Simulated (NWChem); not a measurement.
C₂H₃BF₂O; SMILES FB(F)OC=C

```xyz
9

C      0.4936    -2.1313    -0.0101
C     -0.6734    -1.4920     0.0066
O     -0.8969    -0.1308     0.0021
B      0.0083     0.8756     0.0009
F     -0.4479     2.1181    -0.0061
F      1.3255     0.6894     0.0070
H      1.4519    -1.6291    -0.0284
H      0.4863    -3.2156    -0.0047
H     -1.6240    -2.0152     0.0247
```
Atoms are numbered in this order, from 1.

Program: NWChem. Medium grid unless said otherwise, to which SCAN and Minnesota functionals are sensitive. All runs use the structure optimised with B3LYP/6-31G* (spherical d).

Q: Among these, which level gives the highest value of “orbital gap (eV)”?
A) Hartree-Fock/def2-TZVP
B) B3LYP/def2-TZVP
C) PBE/def2-TZVP
D) BLYP/def2-TZVP

A: A, Hartree-Fock/def2-TZVP. Values: BLYP/def2-TZVP 5.15; PBE/def2-TZVP 5.19; B3LYP/def2-TZVP 6.93; Hartree-Fock/def2-TZVP 13.52
